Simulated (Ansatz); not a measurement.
**Ligand exchange: Sn(CH3)F + BH(CH3)(SH) → Sn(CH3)(SH) + BH(CH3)F**

Gas-phase species: Sn(CH3)F, singlet; BH(CH3)(SH), singlet; Sn(CH3)(SH), singlet; BH(CH3)F, singlet. The partners trade F for SH: Sn–F and B–SH bonds give way to Sn–SH and B–F.

Shapes, held fixed at every level: PBE0-D4/def2-TZVP. Flexible molecules stand in one conformer, not always the lowest. Programs: Ansatz 0.2.0. The zero-point and thermal change to 298 K, harmonic and unscaled (PBE0-D4/def2-TZVP), is +1.2 kJ/mol.

```
                level                    kind  ΔH(298 K) (kJ/mol)  less CCSD(T)/def2-TZVPP
          HF/def2-SVP            Hartree–Fock               -78.9                    -18.2
  B3LYP-D4/def2-TZVPP           global hybrid               -58.2                     +2.5
r2SCAN0-D4/def2-TZVPP           global hybrid               -60.4                     +0.3
   wB97M-V/def2-TZVPP  range-separated hybrid               -55.8                     +4.9
    B2PLYP/def2-TZVPP           double hybrid               -57.2                     +3.5
       MP2/def2-TZVPP     perturbation theory               -61.5                     -0.8
      CCSD/def2-TZVPP   coupled cluster or CI               -61.5                     -0.8
   CCSD(T)/def2-TZVPP   coupled cluster or CI               -60.7                      0.0
```

The highest level, CCSD(T)/def2-TZVPP, gives ΔH(298 K) = -60.7 kJ/mol; the levels span -78.9 to -55.8. The column of differences is taken from that level and isn't an error. No measured value is set beside it here. For atoms past krypton def2 sets carry core potentials with scalar relativity. Outer-core shells of Sn are correlated, in sets that cover them unevenly.
